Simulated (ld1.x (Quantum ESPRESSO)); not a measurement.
**bismuth TM: all-electron and pseudo phase curves**

ld1.x (Quantum ESPRESSO) 7.5 input, shortened:

```
&input
   title='Bi', zed=83., rel=2, dft='PBESOL', iswitch=3,
   config='[Xe] 4f14 5d10 6s2 6p1', rel_dist='average'
 /
 &inputp
   pseudotype=2, tm=.true., lloc=0,
   nlcc=.true., new_core_ps=.true., rcore=1.45
 /
2
6P  2  1   1.00   0.00  1.80  1.80  0.0
6S  1  0   2.00   0.00  1.95  1.95  0.0
 &test
   configts(1)='6s2 6p1'
 /
```

Open shells are filled in proportion to 2j + 1 (rel_dist='average').

The phase is arctan(r·u′/u) with u = r·R(r), unwrapped; energies in Ry, scanned from -4 to 5 Ry. A pole is an energy at which the radial function vanishes at the test radius. The pseudo phase is shifted by a multiple of π to meet the all-electron one at the reference energy, and phase errors are pseudo minus all-electron; the curves can meet again beyond the range given. Levels narrower than the energy grid can be missing from the lists of poles.

Question: For each channel, where are the poles, and over which energies does the pseudopotential scatter like the atom?

Answer:

| channel | radius (bohr) | reference energy (Ry) | poles, all-electron | poles, pseudo | unbroken range about the reference energy with phases within 0.05 rad | phase error 1 Ry above the reference energy (rad) |
| --- | --- | --- | --- | --- | --- | --- |
| s | 2.14 | -2.26 | 0.73 | 0.56 | below 2.8 | -0.004 |
| p1/2 | 2.14 | -1.56 | 2.42 | 2.09 | below 4.4 | -0.008 |
| p3/2 | 2.14 | -1.36 | 3.66 | 2.65 | below 2.1 | -0.031 |

Note: ghost state, extra bound levels that the all-electron valence spectrum of the same l lacks: p3/2 at -921.2 eV. A true bound ghost makes a file unfit for plane-wave use.

Phases in the p3/2 channel:

```
E (Ry)  all-electron  pseudo
 -4.00         1.248   1.234
 -3.76         1.228   1.215
 -3.52         1.206   1.193
 -3.28         1.179   1.168
 -3.04         1.147   1.137
 -2.80         1.109   1.099
 -2.56         1.062   1.053
 -2.32         1.001   0.994
 -2.08         0.923   0.918
 -1.84         0.819   0.815
 -1.60         0.675   0.674
 -1.36         0.476   0.476
 -1.12         0.207   0.205
 -0.88        -0.117  -0.127
 -0.64        -0.440  -0.462
 -0.40        -0.708  -0.738
 -0.16        -0.907  -0.942
  0.08        -1.050  -1.088
  0.32        -1.155  -1.194
  0.56        -1.233  -1.273
  0.80        -1.294  -1.335
  1.04        -1.341  -1.384
  1.28        -1.380  -1.424
  1.52        -1.413  -1.458
  1.76        -1.440  -1.487
  2.00        -1.464  -1.512
  2.24        -1.484  -1.536
  2.48        -1.502  -1.556
  2.72        -1.519  -1.576
  2.96        -1.534  -1.595
  3.20        -1.547  -1.613
  3.44        -1.560  -1.630
  3.68        -1.572  -1.648
  3.92        -1.583  -1.666
  4.16        -1.594  -1.684
  4.40        -1.604  -1.704
  4.64        -1.615  -1.725
  4.88        -1.625  -1.748
```
